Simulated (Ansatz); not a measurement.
Molecule: sum formula AlCl2F, charge 0, multiplicity 1. SMILES: [F][Al]([Cl])[Cl]
Geometry: optimised at B3LYP-D3(BJ)/def2-TZVP (Ansatz, an electronic-structure program).

Property: vertical triplet-singlet gap (E(triplet) - E(singlet); each state is the SCF solution reached for its spin; for the triplet T1 is 0.073), in kcal/mol. Cores are frozen in the correlated levels unless marked. Open shells are spin-unrestricted. No spin-orbit coupling. No relativistic terms. CBS(X,Y): correlation extrapolated as X^-3; Hartree-Fock from the larger set. [CCSD(T)-MP2]/basis is that difference in the basis named. The program attaches cautions to a run behind CCSD/aug-cc-pV(D+d)Z: other roots. The program attaches cautions to a run behind CCSD(T)/aug-cc-pV(D+d)Z: other roots.

```tsv
level	program	vertical triplet-singlet gap (kcal/mol)	minus last row
HF/aug-cc-pV(T+d)Z	Ansatz	160.2	-9.7
HF/aug-cc-pV(Q+d)Z	Ansatz	160.1	-9.8
SVWN5/def2-TZVPD	Ansatz	136.8	-33.1
PBE/def2-TZVPD	Ansatz	135.9	-34.0
B3LYP/def2-TZVPD	Ansatz	146.7	-23.2
PBE0/def2-TZVPD	Ansatz	149.8	-20.1
CAM-B3LYP/def2-TZVPD	Ansatz	156.9	-13.0
wB97M-V/def2-TZVPD	Ansatz	162.4	-7.5
B2PLYP/def2-TZVPD	Ansatz	156.1	-13.8
MP2/aug-cc-pV(Q+d)Z	Ansatz	177.0	7.1
RI-MP2/CBS(aug-cc-pV(T+d)Z,aug-cc-pV(Q+d)Z)	Ansatz	181.2	11.3
SCS-MP2/aug-cc-pV(Q+d)Z	Ansatz	177.8	7.9
CCSD/aug-cc-pV(D+d)Z	Ansatz	166.3	-3.6
CCSD/aug-cc-pV(T+d)Z	Ansatz	167.7	-2.2
CCSD/CBS(aug-cc-pV(T+d)Z,aug-cc-pV(Q+d)Z)	Ansatz	171.2	1.3
CCSD(T)/aug-cc-pV(D+d)Z	Ansatz	162.7	-7.2
CCSD(T)/aug-cc-pV(T+d)Z	Ansatz	166.4	-3.5
CCSD(T)/aug-cc-pV(Q+d)Z	Ansatz	168.3	-1.6
RI-MP2/CBS(aug-cc-pV(T+d)Z,aug-cc-pV(Q+d)Z)+[CCSD(T)-MP2]/aug-cc-pV(T+d)Z	Ansatz	172.2	2.3
RI-MP2/CBS(aug-cc-pV(T+d)Z,aug-cc-pV(Q+d)Z)+[CCSD(T)-MP2]/aug-cc-pV(Q+d)Z	Ansatz	172.5	2.6
CCSD(T)/CBS(aug-cc-pV(T+d)Z,aug-cc-pV(Q+d)Z)	Ansatz	169.9	0.0
```
